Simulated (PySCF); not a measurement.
## Atomic charges against the basis set

C4H9B.
SMILES with atom numbers: `[BH2:1]/[C:2]([CH3:3])=[CH:4]\[CH3:5]` (hydrogens: H6, H7 on B1; H8, H9, H10 on C3; H11 on C4; H12, H13, H14 on C5)

PBE0 throughout (PySCF), one geometry, spherical d and f functions. Isolated species at its PBE0-D3(BJ)/def2-SVP geometry, gas phase. Atoms taken as equivalent share a column and are averaged. The first 7 of 9 kinds of atom are listed.

Mulliken charges (e):

```json
{"basis": "STO-3G", "functions": "34", "B1": "+0.138", "C2": "-0.105", "C3": "-0.236", "C4": "-0.040", "C5": "-0.246", "H6/H7": "-0.056", "H8/H9/H10": "+0.080"}
{"basis": "6-31G", "functions": "63", "B1": "+0.129", "C2": "-0.026", "C3": "-0.555", "C4": "-0.136", "C5": "-0.549", "H6/H7": "-0.047", "H8/H9/H10": "+0.171"}
{"basis": "pcSseg-0", "functions": "63", "B1": "+0.242", "C2": "-0.459", "C3": "-0.629", "C4": "-0.146", "C5": "-0.702", "H6/H7": "+0.001", "H8/H9/H10": "+0.234"}
{"basis": "6-31G*", "functions": "88", "B1": "-0.001", "C2": "+0.070", "C3": "-0.590", "C4": "-0.146", "C5": "-0.576", "H6/H7": "-0.022", "H8/H9/H10": "+0.179"}
{"basis": "cc-pVDZ", "functions": "115", "B1": "+0.010", "C2": "-0.086", "C3": "-0.045", "C4": "-0.102", "C5": "-0.040", "H6/H7": "-0.037", "H8/H9/H10": "+0.046"}
{"basis": "def2-SVP", "functions": "115", "B1": "+0.026", "C2": "-0.137", "C3": "-0.022", "C4": "-0.112", "C5": "-0.023", "H6/H7": "-0.034", "H8/H9/H10": "+0.043"}
{"basis": "6-311+G(2d,p)", "functions": "189", "B1": "-0.120", "C2": "+0.574", "C3": "-0.748", "C4": "+0.006", "C5": "-0.704", "H6/H7": "-0.015", "H8/H9/H10": "+0.149"}
{"basis": "aug-cc-pVDZ", "functions": "196", "B1": "-1.568", "C2": "+0.419", "C3": "+0.281", "C4": "+0.659", "C5": "+0.160", "H6/H7": "+0.709", "H8/H9/H10": "-0.112"}
{"basis": "def2-TZVP", "functions": "209", "B1": "-0.059", "C2": "-0.018", "C3": "-0.375", "C4": "-0.096", "C5": "-0.330", "H6/H7": "-0.002", "H8/H9/H10": "+0.125"}
{"basis": "IGLO-III", "functions": "265", "B1": "+0.167", "C2": "-0.134", "C3": "-0.367", "C4": "-0.004", "C5": "-0.353", "H6/H7": "-0.064", "H8/H9/H10": "+0.116"}
{"basis": "cc-pVTZ", "functions": "276", "B1": "-0.061", "C2": "-0.061", "C3": "-0.266", "C4": "-0.063", "C5": "-0.271", "H6/H7": "-0.002", "H8/H9/H10": "+0.096"}
{"basis": "pcSseg-2", "functions": "306", "B1": "+0.375", "C2": "-0.416", "C3": "-0.019", "C4": "-0.009", "C5": "+0.020", "H6/H7": "-0.091", "H8/H9/H10": "+0.030"}
```

IAO charges (e):

| basis | functions | B1 | C2 | C3 | C4 | C5 | H6/H7 | H8/H9/H10 |
| --- | --- | --- | --- | --- | --- | --- | --- | --- |
| STO-3G | 34 | +0.052 | -0.152 | -0.389 | -0.068 | -0.402 | -0.006 | +0.135 |
| 6-31G | 63 | -0.009 | -0.126 | -0.428 | -0.059 | -0.441 | +0.003 | +0.146 |
| pcSseg-0 | 63 | -0.012 | -0.131 | -0.416 | -0.057 | -0.434 | +0.003 | +0.144 |
| 6-31G* | 88 | +0.010 | -0.136 | -0.406 | -0.050 | -0.421 | -0.003 | +0.140 |
| cc-pVDZ | 115 | -0.008 | -0.130 | -0.406 | -0.051 | -0.420 | +0.002 | +0.140 |
| def2-SVP | 115 | +0.001 | -0.132 | -0.395 | -0.047 | -0.411 | -0.003 | +0.136 |
| 6-311+G(2d,p) | 189 | -0.004 | -0.134 | -0.417 | -0.055 | -0.432 | +0.001 | +0.144 |
| aug-cc-pVDZ | 196 | -0.007 | -0.132 | -0.416 | -0.055 | -0.430 | +0.002 | +0.143 |
| def2-TZVP | 209 | -0.004 | -0.134 | -0.417 | -0.055 | -0.432 | +0.001 | +0.144 |
| IGLO-III | 265 | -0.005 | -0.134 | -0.419 | -0.055 | -0.433 | +0.002 | +0.144 |
| cc-pVTZ | 276 | -0.005 | -0.134 | -0.419 | -0.054 | -0.433 | +0.001 | +0.144 |
| pcSseg-2 | 306 | -0.003 | -0.134 | -0.418 | -0.055 | -0.432 | +0.001 | +0.144 |

Some averages cover members that differ in this geometry, most widely: H8/H9/H10, Mulliken in aug-cc-pVDZ -0.246 to -0.044; H6/H7, Mulliken in aug-cc-pVDZ +0.643 to +0.774; H8/H9/H10, Mulliken in pcSseg-2 +0.009 to +0.041; H8/H9/H10, Mulliken in cc-pVDZ +0.027 to +0.056 e.

Problem. Which scheme is steadiest as the basis changes?

Solution. Largest range over the bases for any column: IAO 0.06 e, Mulliken 1.94 e. IAO charges move least and Mulliken charges most, counted in e. Without the minimal STO-3G basis the ranges are IAO 0.03, Mulliken 1.94 e.

Problem. How much do the charges still move between the two largest bases, cc-pVTZ and pcSseg-2?

Solution. At most, over all atoms: Mulliken 0.436 e, IAO 0.002 e.

Problem. What do the same runs give for the total energy, the frontier levels and the dipole moment?

Solution. 
```tsv
basis	energy (Eh)	HOMO (eV)	LUMO (eV)	μ (D)
STO-3G	-180.2424	-5.69	0.88	1.43
6-31G	-182.3755	-7.21	-1.53	1.58
pcSseg-0	-182.0162	-7.50	-1.83	1.62
6-31G*	-182.4133	-7.20	-1.52	1.55
cc-pVDZ	-182.4248	-7.29	-1.73	1.55
def2-SVP	-182.2855	-7.36	-1.77	1.55
6-311+G(2d,p)	-182.4658	-7.38	-1.87	1.53
aug-cc-pVDZ	-182.4333	-7.37	-1.87	1.52
def2-TZVP	-182.4786	-7.38	-1.85	1.54
IGLO-III	-182.4854	-7.38	-1.87	1.52
cc-pVTZ	-182.4765	-7.37	-1.83	1.54
pcSseg-2	-182.4807	-7.39	-1.88	1.53
```

The dipole is fixed by the density alone, so its range of 0.19 D shows that the density itself changes with the basis, not only its division among atoms.
